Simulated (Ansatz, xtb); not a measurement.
**Relaxing a trial structure of BOSe−**

The starting geometry of this gas-phase singlet has its atoms placed at random.

```yaml
atoms:
  - { symbol: B, position_ang: [1.2327, -0.0275, 1.1067] }
  - { symbol: O, position_ang: [0.5543, 0.8166, 0.1729] }
  - { symbol: Se, position_ang: [-0.6778, -1.3660, -0.6339] }
```

Guess where an optimisation with r2SCAN-D4/def2-SVPD ends from this start.

It ends as `O=B[Se-]`. Distances that change by over a tenth: B1–O2 (1.43 → 1.24 Å). Contacts that close: B1–Se3 (2.91 → 1.85 Å).

The energy falls by 5.49 eV over 12 steps:

| step | E − E(last) (eV) |
| --- | --- |
| 1 | 5.492 |
| 2 | 4.416 |
| 3 | 4.022 |
| 5 | 3.731 |
| 6 | 2.908 |
| 7 | 1.578 |
| 8 | 0.643 |
| 10 | 0.054 |
| 11 | 0.000 |
| 12 | 0.000 |

Final geometry (Å):

```xyz
3

B     0.4570   -0.0173    0.2675
O     0.9917    1.0551    0.5876
Se   -0.3395   -1.6147   -0.2094
```

From the same start GFN2-xTB reaches the same bonding as this run.

From so rough a start the end depends on the optimiser's path, so another program may land elsewhere. The end wasn't checked by frequencies. Run with Ansatz 0.2.0, 39 s on 1 thread of Intel(R) Xeon(R) Processor @ 2.50GHz (Skylake/Cascade Lake), on a shared host.
